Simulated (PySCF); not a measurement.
A structure optimised at PBE-D3(BJ)/def2-SVP, used in a PySCF frequency run:

```
Ga
N 1 1.8340
H 2 1.0216 1 124.41
H 2 1.0216 3 111.18 1 180.00
C 1 1.9793 2 116.72 3 0.00
H 5 1.1078 1 111.89 2 0.00
H 5 1.1093 6 108.35 1 -122.04
H 5 1.1093 6 108.35 7 -115.92
C 1 1.9793 2 116.72 3 180.00
H 9 1.1078 1 111.89 2 0.00
H 9 1.1093 10 108.35 1 -122.04
H 9 1.1093 10 108.35 11 -115.92
```

Task: Write its SMILES, formula and point group.

Result: [CH3][Ga]([CH3])[NH2], C2H8GaN, C2v

Task: What are its rotational constants (standard atomic weights)?

Result: 5.5765, 4.7001, 2.6359 GHz
